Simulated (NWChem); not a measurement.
The numbers come from NWChem runs, not from measurements. System: I2, charge 0, spin multiplicity 1, displaced from the optimised geometry.

The NWChem input:

```
start mol
memory heap 100 mb stack 700 mb global 1900 mb
geometry units angstroms nocenter noautoz noautosym
  I      0.000000     0.000000     0.938854
  I      0.000000     0.000000    -1.341220
end
basis spherical
  * library def2-svp
end
ecp
  I library def2-ecp
end
scf
  rhf
  nopen 0
  maxiter 100
  thresh 1e-7
  semidirect memsize 60000000 filesize 0
end
tce
  freeze core 8
  cr-ccsd(t)
  2eorb
  2emet 13
  thresh 1e-6
  maxiter 100
  tilesize 24
end
task tce energy
```

The output up to the point where the run's verdict is printed (cleaned and shortened):

```
             Northwest Computational Chemistry Package (NWChem) 7.3.0
             --------------------------------------------------------

                                NWChem Input Module
                                -------------------

 Scaling coordinates for geometry "geometry" by  1.889725989
 (inverse scale =  0.529177249)

                             Geometry "geometry" -> ""
                             -------------------------

 Output coordinates in angstroms (scale by  1.889725989 to convert to a.u.)

  No.       Tag          Charge          X              Y              Z
 ---- ---------------- ---------- -------------- -------------- --------------
    1 I                   53.0000     0.00000000     0.00000000     0.93885400
    2 I                   53.0000     0.00000000     0.00000000    -1.34122000

 Effective nuclear repulsion energy (a.u.)     651.9344953015

            Nuclear Dipole moment (a.u.)
            ----------------------------
        X                 Y               Z
 ---------------- ---------------- ----------------
     0.0000000000     0.0000000000   -40.2991588174


 Summary of "ao basis" -> "" (spherical)
 ------------------------------------------------------------------------------
       Tag                 Description            Shells   Functions and Types
 ---------------- ------------------------------  ------  ---------------------
 *                          def2-svp                  on all atoms

 Summary of "ao basis" -> "ao basis" (spherical)
 ------------------------------------------------------------------------------
       Tag                 Description            Shells   Functions and Types
 ---------------- ------------------------------  ------  ---------------------
 I                          def2-svp                10       26   4s4p2d

                                 NWChem SCF Module
                                 -----------------

  ao basis        = "ao basis"
  functions       =    52
  atoms           =     2
  closed shells   =    25
  open shells     =     0
  charge          =   0.00
[...]
     1   0 1 0      0.000000      0.000000      0.000000
     1   0 0 1      0.000000      0.000000    -19.009037

     2   2 0 0    -40.551188      0.000000      0.000000
     2   1 1 0     -0.000000      0.000000      0.000000
     2   1 0 1      0.000000      0.000000      0.000000
     2   0 2 0    -40.551188      0.000000      0.000000
     2   0 1 1      0.000000      0.000000      0.000000
     2   0 0 2    -36.879548      0.000000    239.289692

                   NWChem Extensible Many-Electron Theory Module
                   ---------------------------------------------


            General Information
            -------------------
      Number of processors :     1
         Wavefunction type : Restricted Hartree-Fock
          No. of electrons :    50
           Alpha electrons :    25
            Beta electrons :    25
           No. of orbitals :   104
            Alpha orbitals :    52
             Beta orbitals :    52
        Alpha frozen cores :     8
         Beta frozen cores :     8
     Alpha frozen virtuals :     0
      Beta frozen virtuals :     0
         Spin multiplicity : singlet
    Number of AO functions :    52
       Number of AO shells :    20
        Use of symmetry is : off
      Symmetry adaption is : off
         Schwarz screening : 0.10D-09

          Correlation Information
          -----------------------
          Calculation type : Coupled-cluster singles & doubles w/ perturbation
   Perturbative correction : Completely renormalized (T)
            Max iterations :      100
        Residual threshold : 0.10D-05
     T(0) DIIS level shift : 0.00D+00
     L(0) DIIS level shift : 0.00D+00
     T(1) DIIS level shift : 0.00D+00
     L(1) DIIS level shift : 0.00D+00
     T(R) DIIS level shift : 0.00D+00
     T(I) DIIS level shift : 0.00D+00
   CC-T/L Amplitude update :  5-th order DIIS
                I/O scheme : Global Array Library
        L-threshold :  0.10D-05
        EOM-threshold :  0.10D-05
 no EOMCCSD initial starts read in
 TCE RESTART OPTIONS
 SLICE:      F
 D4D5:       F
 quantumc:   F
 qrotation:  F
 pwtce:      F
 qducc:      F
 nacto:                         0
 nrotv:                         0
 nrot:                          0

            Memory Information
            ------------------
          Available GA space size is     249034096 doubles
          Available MA space size is     104850452 doubles

 Maximum block size supplied by input
 Maximum block size        24 doubles

 tile_dim =     17

 -------------------------------------------------

 Global array virtual files algorithm will be used

 Parallel file system coherency ......... OK

 4-electron integrals stored in orbital form

 v2    file size   =           983066
 4-index algorithm nr.  13 is used
 imaxsize =       30
 imaxsize ichop =        0


CCSD iterations
 ---------------------------------------------------------
 Iter          Residuum       Correlation     Cpu    Wall
 ---------------------------------------------------------
    1   0.0834173491435  -0.2328039977584     0.2     0.2
    2   0.0207977432390  -0.2417932619956     0.2     0.2
    3   0.0068762017026  -0.2446058956631     0.2     0.2
    4   0.0025035545084  -0.2452463817701     0.2     0.2
    5   0.0009869845420  -0.2454720290916     0.2     0.2
    6   0.0002126597156  -0.2455787832448     0.2     0.2
    7   0.0000941776779  -0.2455893523924     0.2     0.2
    8   0.0000506090407  -0.2455900961740     0.2     0.2
    9   0.0000273838641  -0.2455903020345     0.2     0.2
   10   0.0000150000594  -0.2455904938709     0.2     0.2
   11   0.0000008483800  -0.2455907104816     0.2     0.2
 -----------------------------------------------------------------
 Iterations converged
 CCSD correlation energy / hartree =        -0.245590710481590
 CCSD total energy / hartree       =      -593.495763488058174

 Singles contributions

 Doubles contributions
 CR-CCSD(T)
```

The program stopped with an error. NWChem stopped with the message: ccsd_t 3.
